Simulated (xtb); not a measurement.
AlGeH5, SMILES [AlH2][GeH3]. All values are semi-empirical tight-binding results from xtb (GFN2-xTB unless named), good for trends rather than for accurate numbers. Geometry: GFN2-xTB.

Optimised geometry:

```xyz
7

Al    -1.6531    -0.1174    -0.3969
Ge     0.6955     0.0584     0.1714
H      1.4608    -1.1588    -0.3090
H      1.5635     1.1555    -0.4036
H      1.1457     0.0967     1.6151
H     -2.7648     0.8927    -0.0119
H     -2.1724    -1.3291    -1.2167
```
Charge 0, spin multiplicity 1.

For metal compounds this method's bond lengths and energies can be far off.

Estimate the properties. (The exact figures need the calculation; the answer reports its results.)


```yaml
orbital_gap: 4.11 eV
zero_point_energy: 20.4 kcal/mol
G − E(el) at 298.15 K (modified RRHO): 2.2 kcal/mol
```

Computed atomic charges and the Wiberg bond orders between heavy atoms:
charges (e) Al1 0.40, Ge2 0.01, H3 -0.02, H4 -0.02, H5 -0.02, H6 -0.17, H7 -0.18. Bond orders Al1–Ge2 0.87.
